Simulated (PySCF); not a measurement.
Zn(OH)(SiH3) (H4OSiZn), SMILES [OH][Zn][SiH3].

The structure is a stationary point at r2SCAN-D4/def2-SVP. A frequency run showed that this geometry is not a minimum. One conformer was computed; it need not be the lowest.

The numbers are results of C-PCM-PBE0/def2-SVP (PySCF 2.14.0), not measurements.

The values are the electrostatic part of the solvation free energy, E(continuum) − E(gas) at the gas-phase geometry, in a cavity of scaled van der Waals radii (PySCF's table); cavitation and dispersion terms are not included. A continuum can't describe solvent molecules that bind to the metal. In vacuum the orbital gap is 7.40 eV. The dipole moment in vacuum is 1.47 D.

Computed values in water (ε = 78.36), toluene (ε = 2.37), benzene (ε = 2.27):
```csv
solvent,ε,ΔG(elec) (kcal/mol),dipole (D),gap (eV)
water,78.36,-13.2,1.78,7.67
toluene,2.37,-7.2,1.61,7.60
benzene,2.27,-6.9,1.61,7.59
```
